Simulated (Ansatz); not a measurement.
Consider the redistribution: `O[SiH](O)N[SiH](F)F` + `C[SiH](F)N[SiH](Cl)Cl` → `F[SiH](F)N[SiH](Cl)Cl` + `C[SiH](F)N[SiH](O)O`.

Computed with Ansatz on PBE0-D4/def2-TZVP structures; ΔE is electronic, products minus reactants. CBS: MP2 limit from def2 TZ/QZ plus the TZ coupled-cluster correction, frozen cores. DFT in def2-TZVPP. B3LYP here is the variant with VWN-RPA as its local correlation; programs differ in this. Each species was taken in one conformer, which may not be the lowest.

`O[SiH](O)N[SiH](F)F`:

Cartesian coordinates in Å:
```
O -0.232 -2.296 -0.727
Si -0.704 -0.737 -0.642
O -1.573 -0.512 0.727
N 0.703 0.238 -0.516
Si 1.119 1.227 0.798
F 2.318 2.156 0.333
F -0.111 2.168 1.170
H -0.898 -2.957 -0.918
H -1.500 -0.385 -1.842
H -2.004 0.335 0.859
H 1.366 0.214 -1.279
H 1.515 0.548 2.038
```

`C[SiH](F)N[SiH](Cl)Cl`:

```xyz
13

C     1.549    0.390   -0.866
Si    0.634   -1.132   -0.351
F     1.517   -1.906    0.738
N    -0.896   -0.710    0.320
Si   -1.428    0.787    0.929
Cl   -3.009    0.450    2.175
Cl   -2.059    2.056   -0.552
H     2.524    0.120   -1.277
H     0.994    0.939   -1.630
H     1.719    1.058   -0.018
H     0.409   -2.104   -1.445
H    -1.595   -1.441    0.323
H    -0.358    1.491    1.653
```

`F[SiH](F)N[SiH](Cl)Cl`:

Z-matrix (Å, degrees):
```
Si
F 1 1.586
N 1 1.708 2 105.6
F 1 1.583 2 107.3 3 118.9
H 1 1.466 2 109.7 3 -124.4
Si 3 1.706 1 130.0 2 -177.1
H 3 1.013 1 114.2 2 2.7
Cl 6 2.041 3 110.6 1 124.3
Cl 6 2.039 3 106.3 1 4.6
H 6 1.472 3 114.0 1 -115.6
```

`C[SiH](F)N[SiH](O)O`:

```xyz
15

C     2.542   -0.289   -0.566
Si    0.718   -0.231   -0.869
F     0.162   -1.742   -1.011
N    -0.095    0.511    0.441
Si   -1.802    0.716    0.604
O    -2.491   -0.263   -0.511
O    -2.240    0.446    2.158
H     3.047   -0.825   -1.373
H     2.959    0.720   -0.521
H     2.771   -0.800    0.373
H     0.368    0.402   -2.160
H     0.473    0.807    1.222
H    -2.294    2.075    0.326
H    -2.101   -1.128   -0.664
H    -2.017   -0.400    2.551
```

```csv
level,ΔE (kJ/mol)
ωB97X-V,3.6
r2SCAN,3.6
B3LYP,3.3
HF/def2-TZVPP,5.6
MP2/def2-TZVPP,3.3
SCS-MP2/def2-TZVPP,3.4
HF/def2-QZVPP,5.5
HF/CBS(def2),5.5
```

Question: What does CCSD(T)/CBS give? (Estimate.)

Answer: Ansatz gave: +3.4 kJ/mol. The listed levels differ from it by 0.2, 0.2, -0.1, 2.2, -0.1, 0.0, 2.1, 2.1 kJ/mol.

Largest T1 diagnostic among the species: 0.012.
